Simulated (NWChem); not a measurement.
SiH2O2ClF; SMILES O[Si](O)(F)Cl

```xyz
7

O      0.0141    -1.0195     1.4707
Si    -0.0122    -0.3342    -0.0149
O     -1.3502    -0.8282    -0.8008
F      1.3265    -0.7582    -0.8050
Cl    -0.0125     1.7005     0.0401
H      0.8009    -0.9114     2.0131
H     -1.6670    -1.7145    -0.6005
```
Atoms are numbered in this order, from 1.

The geometry was optimised at PBE0/def2-SVP.

Task: List the 6 lowest vertical singlet excitations and the 6 lowest triplet ones from Hartree-Fock/6-31G* (spherical d), CIS (NWChem).

Result: 
```json
[
 {"state": "S1", "energy (eV)": "10.43", "oscillator strength": "0.033", "leading excitation (squared amplitude)": "HOMO → LUMO (0.43)"},
 {"state": "S2", "energy (eV)": "10.52", "oscillator strength": "0.013", "leading excitation (squared amplitude)": "HOMO−1 → LUMO (0.31)"},
 {"state": "S3", "energy (eV)": "10.81", "oscillator strength": "0.019", "leading excitation (squared amplitude)": "HOMO−3 → LUMO (0.29)"},
 {"state": "S4", "energy (eV)": "11.02", "oscillator strength": "0.100", "leading excitation (squared amplitude)": "HOMO−2 → LUMO (0.21)"},
 {"state": "S5", "energy (eV)": "11.84", "oscillator strength": "0.088", "leading excitation (squared amplitude)": "HOMO−4 → LUMO (0.24)"},
 {"state": "S6", "energy (eV)": "11.95", "oscillator strength": "0.070", "leading excitation (squared amplitude)": "HOMO−5 → LUMO (0.39)"},
 {"state": "T1", "energy (eV)": "9.55", "oscillator strength": "spin-forbidden", "leading excitation (squared amplitude)": "HOMO → LUMO (0.36)"},
 {"state": "T2", "energy (eV)": "9.65", "oscillator strength": "spin-forbidden", "leading excitation (squared amplitude)": "HOMO−1 → LUMO (0.27)"},
 {"state": "T3", "energy (eV)": "9.89", "oscillator strength": "spin-forbidden", "leading excitation (squared amplitude)": "HOMO−3 → LUMO (0.31)"},
 {"state": "T4", "energy (eV)": "9.99", "oscillator strength": "spin-forbidden", "leading excitation (squared amplitude)": "HOMO−2 → LUMO (0.21)"},
 {"state": "T5", "energy (eV)": "10.70", "oscillator strength": "spin-forbidden", "leading excitation (squared amplitude)": "HOMO−4 → LUMO (0.32)"},
 {"state": "T6", "energy (eV)": "10.90", "oscillator strength": "spin-forbidden", "leading excitation (squared amplitude)": "HOMO−5 → LUMO (0.45)"}
]
```
